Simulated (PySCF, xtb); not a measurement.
AlBH4O4, SMILES [OH][Al]([B](O)O)[OH].

xtb with GFN2-xTB at its own geometry gives an orbital gap of 4.76 eV and a dipole moment of 3.34 D.

Geometry optimised at ωB97X-D3(BJ)/def2-SVP. The structure was generated by enumeration; whether it is a known compound was not checked. Other conformers were not sampled.

What does PBE/def2-TZVP run with PySCF give? (The exact figures need the calculation; the answer reports its results.)

gap 5.98 eV (levels -6.82 and -0.84 eV), dipole 0.95 D.
